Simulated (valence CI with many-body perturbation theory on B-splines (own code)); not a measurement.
# Os⁷¹⁺ in brief

Level of theory: relativistic CI+MBPT: three valence electrons over a frozen Dirac-Fock core [He], a basis of 9 s, 9 p, 8 d, 6 f, 3 g, 1 h functions for each j, with the one-electron correlation potential Σ1 (screened to all orders), the two-electron term Σ2, the three-electron term Σ3, Breit, model QED; selected single and double excitations, second order for the rest, scaled by the run's own slope (own B-spline code, finite nucleus).

No measured spectrum was set against this ion. As an estimate, large intervals hold to a few tenths of a per cent, small ones and those within an open d or f shell to about a per cent.

Levels are named by their leading jj configuration (3d3/2^4 stands for four electrons in 3d with j = 3/2), which in mixed levels can hold well under half, so a name can repeat and another be missing.

Rates and lifetimes use the calculated energies. Strong lines usually hold to 10 to 20 %, long lifetimes can be off by a factor of two.

Problem. What is the ground level?

Solution. (2s^2 2p1/2) J=1/2, composition 100 % 2s2 2p 2P°, g = 0.612.

Problem. Among levels below 926.82 Ry, which E1 lines absorb most strongly from the ground level?

Solution. to (2s^2 3d3/2) J=3/2 at 0.1037 nm, f = 0.551; to (2s 2p1/2 3p1/2) J=3/2 at 0.1067 nm, f = 0.196; to (2s 2p1/2 2p3/2) J=3/2 at 0.6284 nm, f = 0.180.

Problem. What are the static dipole polarisabilities of the lowest levels?

Solution. (2s^2 2p1/2) J=1/2 0.000133 bohr³, of which the core gives 1.92e-07.

Problem. Name the longest-lived excited levels whose lifetime is computed, and their main decay.

Solution. (2s 2p1/2 2p3/2) J=5/2 at 139.29 Ry lives 106 ps, mostly by E1 to (2s^2 2p3/2) J=3/2; (2s 2p1/2^2) J=1/2 at 20.89 Ry lives 36.8 ps, mostly by E1 to (2s^2 2p1/2) J=1/2; (2s^2 2p3/2) J=3/2 at 121.51 Ry lives 13.9 ps, mostly by E1 to (2s 2p1/2^2) J=1/2.

Problem. How well does LS coupling describe the low levels?

Solution. Among the lowest 20 levels the leading LS term, summed over configurations, holds 76 % on average. For single configurations the figures are 75 % in LS and 99 % in jj coupling. Terms mix most in the J = 1/2 level at 20.89 Ry, where the leading one holds 49 %.

Problem. What is the ionisation energy?

Solution. 20023 eV; NIST lists 20030 ± 60 eV (theoretical).

Problem. Where does the other parity begin?

Solution. At (2s 2p1/2^2) J=1/2, 20.89 Ry.
